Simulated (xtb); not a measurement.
xtb input:

```bash
xtb mol.xyz --gfn 2 --sp --chrg 0 --uhf 0
```
mol.xyz:
```
4

Cl    -0.61573836     2.03551821     0.05067429
Ga     0.00000000     0.00000000     0.00000000
Cl    -1.45548450    -1.55092239    -0.03522251
Cl     2.07122286    -0.48459582    -0.01545179
```

Task: What final total energy does it print?

Result: -15.03975 Eh (GFN2-xTB).
